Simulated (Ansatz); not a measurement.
A nudged elastic band was laid between two geometries of C2H8FNOSi (14 atoms, charge 0, multiplicity 1).

These are results of Ansatz, RKS PBE-D4/def2-SVP, not measurements.

```json
{
 "movable images": "7",
 "climbing image": "yes",
 "spring": "5.0 eV/Å²",
 "optimiser": "quadratic models (default)",
 "start path": "IDPP",
 "force threshold": "0.05 eV/Å",
 "iteration limit": "60",
 "end points": "relaxed"
}
```

First end point:

```xyz
14
Properties=species:S:1:pos:R:3
C -0.956 -0.413 1.476
Si 0.092 -0.389 -0.071
N 1.640 -1.091 0.227
F -0.785 -1.199 -1.241
C 0.242 1.313 -0.887
O -1.021 1.680 -1.448
H -1.890 0.154 1.283
H -1.238 -1.445 1.767
H -0.433 0.064 2.329
H 2.349 -1.114 -0.509
H 1.728 -1.907 0.837
H 0.510 2.084 -0.133
H 1.072 1.330 -1.641
H -1.320 0.904 -1.960
```

Last end point:

```xyz
14
Properties=species:S:1:pos:R:3
C -1.057 -0.530 1.357
Si 0.080 -0.553 -0.124
N 1.677 -1.055 0.328
F -0.596 -1.563 -1.249
C 0.206 1.154 -0.938
O -1.122 1.612 -1.173
H -2.009 -0.047 1.059
H -1.286 -1.549 1.728
H -0.617 0.058 2.188
H 2.406 -1.097 -0.389
H 1.778 -1.849 0.966
H 0.783 1.826 -0.253
H 0.812 1.075 -1.877
H -1.067 2.488 -1.595
```

Which bonds break or form, and what moves?

No bond is made or broken. The dihedral H13–C5–O6–H14 goes from 76 to -59°.

What energy profile does the band end with?

It converged. The highest image is number 5 of 0 to 8, 12.5 kJ/mol above the first end and 3.5 kJ/mol above the last; the last end lies 9.0 kJ/mol above the first. A vibrational analysis at the climbing image gives one clearly imaginary mode, 297i cm⁻¹: a first-order saddle point.

| image | path coordinate (Å) | energy (kJ/mol) | dihedral H13–C5–O6–H14 (°) |
| --- | --- | --- | --- |
| 0 | 0.00 | 0.0 | 76 |
| 1 | 0.31 | 0.6 | 71 |
| 2 | 0.62 | 2.3 | 63 |
| 3 | 0.93 | 5.5 | 47 |
| 4 | 1.24 | 10.1 | 23 |
| 5 | 1.55 | 12.5 | -6 |
| 6 | 1.80 | 11.3 | -28 |
| 7 | 2.05 | 9.5 | -47 |
| 8 | 2.30 | 9.0 | -59 |

What is the geometry of the highest image?


```xyz
14
Properties=species:S:1:pos:R:3
C -1.018 -0.444 1.427
Si 0.102 -0.505 -0.066
N 1.697 -1.017 0.382
F -0.602 -1.534 -1.161
C 0.202 1.168 -0.954
O -1.139 1.642 -1.147
H -1.966 0.049 1.133
H -1.258 -1.457 1.809
H -0.562 0.145 2.248
H 2.426 -1.079 -0.333
H 1.801 -1.787 1.049
H 0.797 1.898 -0.354
H 0.755 1.046 -1.915
H -1.247 1.846 -2.091
```

What are the harmonic wavenumbers there?

297i, 81, 121, 135, 180, 192, 257, 270, 283, 351, 426, 611, 683, 693, 742, 754, 850, 861, 896, 1019, 1108, 1219, 1234, 1313, 1377, 1388, 1400, 1498, 2914, 2969, 2983, 3085, 3088, 3486, 3577, 3750 cm⁻¹.

The band took 5 iterations and about 4 core-minutes.

Run time: 2.1 min on 2 threads of Arm Neoverse V1 (shared host), peak memory 0.17 GiB.
